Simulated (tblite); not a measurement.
Record of a relaxation.

Compound: C7H9OP.
Numbering: `[CH:1]#[C:2][P:3]([C:4]([CH3:5])=[O:6])[CH:7]1[CH2:8][CH2:9]1` (hydrogens: H10 on C1; H11, H12, H13 on C5; H14 on C7; H15, H16 on C8; H17, H18 on C9)

Computed with GFN2-xTB (tblite), gas phase: L-BFGS steps from a force-field or distance-geometry start until the largest atomic force falls under 0.01 eV/Å. 11 of its 75 geometries are shown.

Step 0: E = -708.4188 eV, largest atomic force 1.752 eV/Å
```
atom  x, y, z in Å  |  force x, y, z in eV/Å
C1      1.171    2.647    0.686    0.205   0.665   0.032
C2      0.741    1.529    0.671   -0.380  -1.701  -0.178
P3      0.107   -0.195    0.682   -0.088   1.407   0.426
C4      1.398   -1.011   -0.347   -0.259  -0.240  -1.483
C5      2.828   -0.949    0.115    0.007  -0.451  -0.026
O6      1.031   -1.596   -1.359    0.516   0.436   1.102
C7     -1.248    0.011   -0.560    0.398  -0.081   0.289
C8     -2.404   -0.941   -0.483   -0.375  -0.222  -0.104
C9     -2.584    0.483   -0.065   -0.296   0.083  -0.122
H10     1.522    3.650    0.696   -0.139  -0.396   0.010
H11     3.392   -1.755   -0.370   -0.074   0.218   0.056
H12     3.258    0.010   -0.184   -0.101  -0.071   0.150
H13     2.897   -1.075    1.200   -0.076   0.219  -0.215
H14    -0.929    0.335   -1.544    0.041  -0.017  -0.003
H15    -2.857   -1.253   -1.424    0.155  -0.002   0.279
H16    -2.438   -1.708    0.294    0.141   0.268  -0.303
H17    -3.159    1.141   -0.715    0.174  -0.143   0.182
H18    -2.737    0.683    0.989    0.151   0.030  -0.092
```

Step 7: E = -708.5393 eV, largest atomic force 0.270 eV/Å
```
atom  x, y, z in Å  |  force x, y, z in eV/Å
C1      1.155    2.623    0.689   -0.044  -0.133  -0.007
C2      0.756    1.490    0.632    0.024  -0.048  -0.064
P3      0.102   -0.147    0.707   -0.003  -0.089  -0.005
C4      1.389   -0.982   -0.372    0.088  -0.070   0.164
C5      2.816   -0.956    0.105   -0.002   0.077   0.021
O6      1.037   -1.597   -1.342   -0.163  -0.054  -0.208
C7     -1.241    0.015   -0.541   -0.003  -0.035   0.009
C8     -2.406   -0.937   -0.485    0.006   0.049   0.042
C9     -2.590    0.483   -0.069    0.036  -0.049  -0.004
H10     1.510    3.609    0.699    0.049   0.115   0.004
H11     3.392   -1.748   -0.375   -0.096   0.071   0.023
H12     3.249    0.005   -0.164    0.023   0.083  -0.012
H13     2.873   -1.052    1.188   -0.089   0.000   0.020
H14    -0.919    0.328   -1.527    0.077   0.035  -0.023
H15    -2.842   -1.262   -1.418    0.063  -0.002  -0.012
H16    -2.420   -1.698    0.282    0.038  -0.014   0.032
H17    -3.152    1.143   -0.712   -0.004   0.033  -0.009
H18    -2.719    0.688    0.984    0.000   0.029   0.031
```

Step 15: E = -708.5543 eV, largest atomic force 0.118 eV/Å
```
atom  x, y, z in Å  |  force x, y, z in eV/Å
C1      1.156    2.597    0.680    0.002  -0.041   0.000
C2      0.779    1.457    0.608   -0.004  -0.018   0.037
P3      0.100   -0.166    0.715    0.004  -0.071  -0.005
C4      1.366   -0.996   -0.381    0.093   0.034   0.064
C5      2.788   -0.933    0.105    0.025  -0.024  -0.007
O6      1.017   -1.595   -1.364   -0.037  -0.018  -0.046
C7     -1.228    0.013   -0.537   -0.013   0.044   0.037
C8     -2.392   -0.937   -0.478    0.022   0.020  -0.006
C9     -2.575    0.485   -0.065   -0.029  -0.009  -0.008
H10     1.506    3.586    0.697    0.041   0.077  -0.020
H11     3.374   -1.719   -0.367    0.013  -0.004  -0.004
H12     3.223    0.030   -0.159   -0.089   0.011   0.012
H13     2.823   -1.036    1.189   -0.039   0.030  -0.019
H14    -0.886    0.335   -1.516   -0.017  -0.017   0.007
H15    -2.812   -1.265   -1.416   -0.019  -0.017   0.006
H16    -2.399   -1.695    0.292    0.012   0.002  -0.012
H17    -3.136    1.146   -0.707   -0.006   0.020  -0.059
H18    -2.710    0.700    0.985    0.039  -0.021   0.021
```

Step 22: E = -708.5583 eV, largest atomic force 0.034 eV/Å
```
atom  x, y, z in Å  |  force x, y, z in eV/Å
C1      1.165    2.586    0.676   -0.004  -0.018   0.013
C2      0.787    1.445    0.627    0.001  -0.015  -0.001
P3      0.102   -0.179    0.719   -0.023  -0.024  -0.001
C4      1.362   -1.004   -0.388    0.009   0.024   0.023
C5      2.778   -0.931    0.103   -0.007   0.004  -0.002
O6      1.011   -1.593   -1.376   -0.010  -0.012  -0.007
C7     -1.224    0.017   -0.532   -0.004   0.001   0.000
C8     -2.385   -0.935   -0.476    0.005  -0.002  -0.004
C9     -2.573    0.486   -0.066    0.003  -0.004  -0.004
H10     1.511    3.578    0.685    0.028   0.012  -0.014
H11     3.381   -1.707   -0.363    0.015   0.029   0.009
H12     3.183    0.047   -0.158    0.002  -0.009   0.002
H13     2.797   -1.024    1.188    0.016  -0.001  -0.012
H14    -0.879    0.336   -1.511   -0.005   0.000  -0.001
H15    -2.806   -1.269   -1.412   -0.006  -0.002  -0.007
H16    -2.389   -1.692    0.295   -0.002  -0.003   0.004
H17    -3.128    1.146   -0.715   -0.009   0.007   0.005
H18    -2.702    0.699    0.986   -0.011   0.012  -0.003
```

Step 30: E = -708.5597 eV, largest atomic force 0.048 eV/Å
```
atom  x, y, z in Å  |  force x, y, z in eV/Å
C1      1.174    2.569    0.682    0.017  -0.005  -0.019
C2      0.787    1.430    0.639   -0.001   0.000  -0.003
P3      0.094   -0.190    0.723   -0.021  -0.003   0.004
C4      1.360   -1.005   -0.385   -0.010   0.004   0.022
C5      2.777   -0.920    0.104   -0.007   0.006  -0.009
O6      1.008   -1.595   -1.372    0.028  -0.017  -0.009
C7     -1.226    0.020   -0.533   -0.001  -0.027   0.010
C8     -2.386   -0.935   -0.478   -0.027   0.009   0.005
C9     -2.578    0.486   -0.068    0.036   0.030  -0.008
H10     1.535    3.555    0.668    0.015   0.013   0.015
H11     3.395   -1.683   -0.365   -0.009  -0.002  -0.012
H12     3.169    0.063   -0.156    0.000   0.013   0.017
H13     2.802   -1.018    1.188    0.005   0.013  -0.012
H14    -0.880    0.337   -1.512   -0.012  -0.001   0.027
H15    -2.809   -1.270   -1.412   -0.003   0.001  -0.013
H16    -2.390   -1.690    0.294    0.003  -0.006   0.002
H17    -3.132    1.148   -0.717   -0.011  -0.006  -0.013
H18    -2.709    0.705    0.983   -0.001  -0.020  -0.003
```

Step 37: E = -708.5614 eV, largest atomic force 0.038 eV/Å
```
atom  x, y, z in Å  |  force x, y, z in eV/Å
C1      1.199    2.542    0.674    0.008   0.007  -0.001
C2      0.784    1.413    0.650    0.007   0.007  -0.007
P3      0.082   -0.204    0.731    0.011   0.030  -0.020
C4      1.359   -1.007   -0.376   -0.023  -0.002  -0.004
C5      2.776   -0.897    0.104    0.004   0.000   0.003
O6      1.019   -1.607   -1.362   -0.016  -0.001   0.007
C7     -1.232    0.014   -0.531   -0.003   0.005   0.006
C8     -2.397   -0.934   -0.480   -0.002  -0.011  -0.004
C9     -2.583    0.488   -0.072    0.009   0.003   0.002
H10     1.577    3.523    0.658    0.001  -0.015   0.011
H11     3.398   -1.647   -0.379    0.025  -0.004  -0.008
H12     3.151    0.094   -0.146   -0.002   0.021  -0.009
H13     2.814   -1.005    1.186   -0.006  -0.005   0.020
H14    -0.882    0.337   -1.506    0.003  -0.016   0.008
H15    -2.818   -1.268   -1.416   -0.007  -0.008  -0.012
H16    -2.401   -1.688    0.293   -0.019  -0.016   0.000
H17    -3.136    1.147   -0.726    0.015   0.005   0.009
H18    -2.719    0.705    0.978   -0.005  -0.001  -0.001
```

Step 44: E = -708.5626 eV, largest atomic force 0.022 eV/Å
```
atom  x, y, z in Å  |  force x, y, z in eV/Å
C1      1.223    2.531    0.669   -0.003   0.009   0.020
C2      0.787    1.410    0.646   -0.007   0.009  -0.008
P3      0.080   -0.205    0.733    0.014   0.002   0.017
C4      1.357   -1.009   -0.370   -0.012  -0.015  -0.005
C5      2.776   -0.882    0.103   -0.008   0.002  -0.005
O6      1.015   -1.619   -1.349    0.012  -0.006   0.005
C7     -1.237    0.004   -0.526    0.007   0.000  -0.002
C8     -2.409   -0.937   -0.483    0.009  -0.001  -0.001
C9     -2.586    0.486   -0.073   -0.012  -0.011  -0.001
H10     1.613    3.507    0.663    0.003  -0.007  -0.005
H11     3.412   -1.616   -0.388   -0.004   0.002  -0.001
H12     3.132    0.119   -0.140   -0.004   0.003   0.003
H13     2.818   -0.998    1.185    0.000   0.000  -0.007
H14    -0.882    0.325   -1.500   -0.004  -0.007  -0.016
H15    -2.826   -1.268   -1.422    0.007   0.015   0.002
H16    -2.425   -1.696    0.287   -0.004   0.013   0.003
H17    -3.128    1.153   -0.728   -0.002  -0.003   0.001
H18    -2.729    0.702    0.977    0.008  -0.004  -0.001
```

Step 52: E = -708.5629 eV, largest atomic force 0.011 eV/Å
```
atom  x, y, z in Å  |  force x, y, z in eV/Å
C1      1.228    2.530    0.675    0.001   0.002  -0.002
C2      0.786    1.412    0.642    0.001   0.002   0.004
P3      0.080   -0.204    0.734    0.007   0.001   0.005
C4      1.356   -1.012   -0.369   -0.008  -0.003  -0.001
C5      2.775   -0.877    0.102   -0.003   0.000  -0.003
O6      1.014   -1.629   -1.344    0.002  -0.004   0.010
C7     -1.237    0.002   -0.526    0.001  -0.001  -0.007
C8     -2.410   -0.938   -0.484   -0.002   0.001   0.000
C9     -2.586    0.486   -0.074   -0.007  -0.002   0.000
H10     1.625    3.503    0.663   -0.004  -0.004   0.005
H11     3.414   -1.606   -0.392    0.001   0.001  -0.003
H12     3.123    0.127   -0.138   -0.001   0.001   0.001
H13     2.819   -0.997    1.183    0.002  -0.002  -0.003
H14    -0.883    0.317   -1.502    0.004   0.004  -0.010
H15    -2.825   -1.265   -1.425    0.001  -0.004   0.005
H16    -2.432   -1.695    0.287    0.004   0.001  -0.004
H17    -3.127    1.153   -0.728   -0.002   0.002   0.001
H18    -2.728    0.699    0.976    0.004   0.006   0.001
```

Step 59: E = -708.5632 eV, largest atomic force 0.015 eV/Å
```
atom  x, y, z in Å  |  force x, y, z in eV/Å
C1      1.232    2.530    0.680   -0.001  -0.001   0.001
C2      0.786    1.413    0.645    0.001  -0.005  -0.007
P3      0.077   -0.201    0.733   -0.003  -0.006  -0.001
C4      1.352   -1.017   -0.364    0.009   0.002   0.000
C5      2.773   -0.872    0.098    0.004  -0.001   0.003
O6      1.010   -1.651   -1.327   -0.014  -0.003   0.004
C7     -1.237    0.002   -0.531    0.002  -0.005   0.001
C8     -2.410   -0.937   -0.485    0.002   0.002   0.001
C9     -2.585    0.487   -0.077    0.004  -0.002  -0.003
H10     1.633    3.502    0.672   -0.002   0.006   0.004
H11     3.414   -1.594   -0.403    0.003   0.005  -0.002
H12     3.112    0.137   -0.135   -0.005  -0.003  -0.003
H13     2.823   -0.999    1.179    0.004  -0.002   0.003
H14    -0.882    0.313   -1.509   -0.008   0.007   0.005
H15    -2.824   -1.268   -1.425   -0.006   0.012   0.006
H16    -2.432   -1.695    0.286    0.009   0.008   0.003
H17    -3.131    1.154   -0.728    0.007  -0.007  -0.008
H18    -2.720    0.703    0.974   -0.006  -0.006  -0.007
```

Step 67: E = -708.5635 eV, largest atomic force 0.011 eV/Å
```
atom  x, y, z in Å  |  force x, y, z in eV/Å
C1      1.234    2.530    0.687   -0.002   0.002   0.004
C2      0.786    1.414    0.644    0.002  -0.003  -0.003
P3      0.076   -0.199    0.731   -0.010  -0.005   0.000
C4      1.349   -1.025   -0.358    0.010  -0.002   0.000
C5      2.771   -0.869    0.094    0.004   0.000   0.001
O6      1.001   -1.677   -1.308   -0.001  -0.008  -0.008
C7     -1.235    0.002   -0.537   -0.002   0.002   0.006
C8     -2.408   -0.937   -0.486    0.003   0.003   0.000
C9     -2.583    0.488   -0.081    0.000  -0.001  -0.002
H10     1.635    3.501    0.686    0.001   0.010  -0.001
H11     3.417   -1.580   -0.416   -0.002   0.000  -0.002
H12     3.099    0.145   -0.134   -0.004   0.000  -0.002
H13     2.830   -1.002    1.173    0.003  -0.002   0.000
H14    -0.882    0.313   -1.515    0.000   0.000   0.011
H15    -2.828   -1.267   -1.423    0.004  -0.004   0.005
H16    -2.425   -1.691    0.288   -0.003   0.001  -0.005
H17    -3.129    1.152   -0.734    0.002   0.001   0.001
H18    -2.716    0.706    0.970   -0.007   0.005  -0.006
```

Step 74: E = -708.5637 eV, largest atomic force 0.009 eV/Å
```
atom  x, y, z in Å  |  force x, y, z in eV/Å
C1      1.232    2.532    0.691   -0.001  -0.002  -0.003
C2      0.788    1.415    0.642    0.002  -0.002   0.005
P3      0.077   -0.199    0.731   -0.003   0.001  -0.001
C4      1.348   -1.031   -0.356    0.004  -0.001   0.005
C5      2.772   -0.869    0.092    0.001   0.000  -0.004
O6      1.000   -1.690   -1.301   -0.004   0.002   0.003
C7     -1.235    0.004   -0.535   -0.001   0.003   0.001
C8     -2.407   -0.936   -0.485    0.001  -0.001   0.000
C9     -2.583    0.490   -0.083    0.001   0.002   0.000
H10     1.632    3.504    0.691   -0.003   0.001   0.000
H11     3.419   -1.576   -0.422    0.000   0.003   0.000
H12     3.092    0.148   -0.134    0.003  -0.003   0.001
H13     2.835   -1.006    1.170   -0.002   0.000  -0.007
H14    -0.881    0.316   -1.513    0.001  -0.003   0.001
H15    -2.827   -1.269   -1.422    0.005   0.001  -0.007
H16    -2.423   -1.690    0.288   -0.005   0.002   0.007
H17    -3.127    1.153   -0.739    0.000  -0.001  -0.003
H18    -2.721    0.711    0.966   -0.001  -0.002   0.002
```

Question: Summarise the path.

Answer: The energy falls by 3.34 kcal/mol from step 0 to step 74; nine tenths of that is first reached at step 11. It falls at every step. The largest force goes from 1.752 to 0.009 eV/Å. Among the bonds C2–P3 changes most, from 1.836 to 1.765 Å; the atoms move by 0.105 Å rms after alignment.

Question: Follow the three bonds and two angles with the largest change from start to end.

Answer: 
```csv
step,E above end (kcal/mol),largest force (eV/Å),C2–P3 (Å),P3–C4 (Å),C4=O6 (Å),C1–C2–P3 (°),C2–P3–C4 (°)
0,3.34,1.752,1.836,1.841,1.225,178.7,99.8
3,1.18,1.142,1.773,1.877,1.220,177.6,99.2
6,0.67,0.265,1.766,1.880,1.201,175.7,98.4
10,0.36,0.174,1.766,1.870,1.205,171.6,96.5
13,0.28,0.105,1.763,1.873,1.203,171.4,96.6
16,0.19,0.095,1.764,1.868,1.203,172.0,96.3
19,0.14,0.075,1.766,1.868,1.204,172.8,96.4
23,0.12,0.046,1.765,1.870,1.203,173.0,96.5
26,0.11,0.033,1.766,1.870,1.203,173.0,96.3
29,0.10,0.043,1.765,1.870,1.203,173.3,96.2
32,0.08,0.061,1.762,1.869,1.203,174.1,95.9
35,0.06,0.043,1.765,1.870,1.203,174.8,95.5
39,0.04,0.042,1.765,1.870,1.203,175.3,95.4
42,0.03,0.032,1.764,1.870,1.203,175.5,95.3
45,0.02,0.020,1.766,1.870,1.203,175.3,95.2
48,0.02,0.023,1.765,1.870,1.203,175.1,95.2
51,0.02,0.012,1.766,1.870,1.203,175.0,95.3
55,0.02,0.014,1.766,1.870,1.203,175.1,95.3
58,0.01,0.018,1.765,1.869,1.203,175.1,95.5
61,0.01,0.018,1.766,1.870,1.203,175.0,95.6
64,0.00,0.015,1.765,1.869,1.203,174.8,95.7
68,0.00,0.013,1.765,1.868,1.203,174.7,95.8
71,0.00,0.017,1.766,1.869,1.203,174.4,95.9
74,0.00,0.009,1.765,1.869,1.203,174.3,95.9
```
